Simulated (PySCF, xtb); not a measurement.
CBrF2, SMILES F[C](F)Br (connectivity only; charge and spin as stated), charge +1, multiplicity 1.

Harmonic wavenumbers (cm⁻¹) from GFN2-xTB in xtb at its own minimum, in rising order: 314, 379, 509, 663, 1294, 1430.

### Question
What does PySCF 2.14.0 with PBE-D3(BJ)/def2-SVP give at its own minimum? (Estimate from the structure and the level; the computed values follow.)

### Answer
351, 416, 611, 733, 1354, 1494. Paired by order, the mean absolute difference is 62 cm⁻¹ and the zero-point energies are 6.6 and 7.1 kcal/mol.
